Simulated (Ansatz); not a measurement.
In4P4H14, a cluster cut from wurtzite InP (hydrogen-capped). Charge 0, multiplicity 3. Geometry PBE-D4/def2-SVP, that of the neutral singlet; atoms count from 1.

Cartesian coordinates in Å:
```
In 2.299 -0.061 1.882
P 2.395 0.480 -0.776
In -1.166 -2.606 0.823
P -0.276 -0.431 1.938
P -0.695 -1.773 -1.716
In 0.334 0.523 -2.353
In -1.759 1.693 1.694
P -1.213 2.054 -0.940
H 3.149 -1.574 1.980
H 2.722 1.473 2.583
H 3.335 -0.366 -1.448
H 3.065 1.718 -1.036
H -0.026 -3.908 0.998
H -2.903 -2.667 0.875
H -0.474 -0.740 3.327
H 0.092 -2.725 -2.441
H -1.870 -1.872 -2.529
H 0.573 0.895 -4.030
H -0.991 3.075 2.419
H -3.447 1.275 1.665
H -0.729 3.377 -1.198
H -2.412 2.159 -1.716
```

In the def2 sets In takes a core potential; there is no spin–orbit coupling. Single mean-field runs in def2-TZVP are fitted with def2-universal-jkfit. At PBE0-D4/def2-TZVP a singlet of charge 0 lies 4.61 eV below the triplet at the same geometry.

(1) Estimate the Mulliken populations from the PBE0/def2-TZVP orbitals of Ansatz.

(2) Where does the spin sit?

(3) And the Mayer bond orders between heavy atoms (over 0.3)?

## Answers

(1) 
```csv
atom,charge (e),spin (α − β)
In1,0.30,0.21
P2,-0.42,0.02
In3,0.24,0.44
P4,-0.44,0.73
P5,-0.41,0.01
In6,0.46,0.07
In7,0.30,0.22
P8,-0.42,0.02
H9,-0.08,-0.01
H10,-0.06,0.10
H11,0.12,0.00
H12,0.12,0.00
H13,-0.06,0.07
H14,-0.06,0.06
H15,0.17,-0.06
H16,0.12,0.00
H17,0.12,0.00
H18,-0.09,0.04
H19,-0.06,0.10
H20,-0.08,-0.01
H21,0.12,0.00
H22,0.12,0.00
```
Mulliken values depend strongly on the basis.

(2) Summed by element: In 0.95, P 0.77, H 0.28, of 2 unpaired in all. Largest on single atoms: P4 0.73, In3 0.44, In7 0.22.

(3) In1–P2 0.52 (2.71 Å); In1–P4 0.61 (2.60 Å); P2–In6 0.67 (2.60 Å); In3–P4 0.44 (2.60 Å); In3–P5 0.55 (2.71 Å); P4–In7 0.61 (2.60 Å); P5–In6 0.64 (2.59 Å); In6–P8 0.67 (2.59 Å); In7–P8 0.52 (2.71 Å).
